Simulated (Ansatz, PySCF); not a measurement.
System: bicarbonate, CHO$_{3}$ (charge -1, singlet). It need not be the lowest isomer of its formula. 
Coordinates optimised at B3LYP-D3(BJ)/def2-TZVP (Ansatz, a program for electronic structure):
SMILES: O=C([O-])O
```xyz
5

O      1.1421    -0.5771     0.0396
C     -0.1690     0.0400    -0.0084
O     -0.1321     1.2860     0.0626
O     -1.0982    -0.7628    -0.1107
H      1.7197     0.1915     0.1181
```
Charge -1, spin multiplicity 1.

Total electronic energies in hartree. Correlated levels leave the core frozen unless marked. No spin-orbit coupling. Non-relativistic. Basis-set limits of correlation are two-point, X^-3; Hartree-Fock from the larger set. [CCSD(T)-MP2]/basis is that difference in the basis named.

```tsv
level	program	energy (Eh)
HF/aug-cc-pVDZ	Ansatz	-263.13961
HF/aug-cc-pVTZ	Ansatz	-263.20180
HF-D3(BJ)/def2-TZVPD	PySCF + dftd3	-263.23225
RI-HF/aug-cc-pVQZ	Ansatz	-263.21860
BLYP/def2-TZVPD	Ansatz	-264.54807
TPSSh/def2-TZVPD	PySCF	-264.57190
LC-wPBE-D3(BJ)/def2-TZVPD	Ansatz + dftd3	-264.42244
wB97X/def2-TZVPD	Ansatz	[?]
RI-MP2/CBS(aug-cc-pVTZ,aug-cc-pVQZ)+[CCSD(T)-MP2]/aug-cc-pVTZ	Ansatz	-264.2448
```

**Question.** Fill in the missing entries.

**Answer.** 
- wB97X/def2-TZVPD, energy (Eh): -264.51161
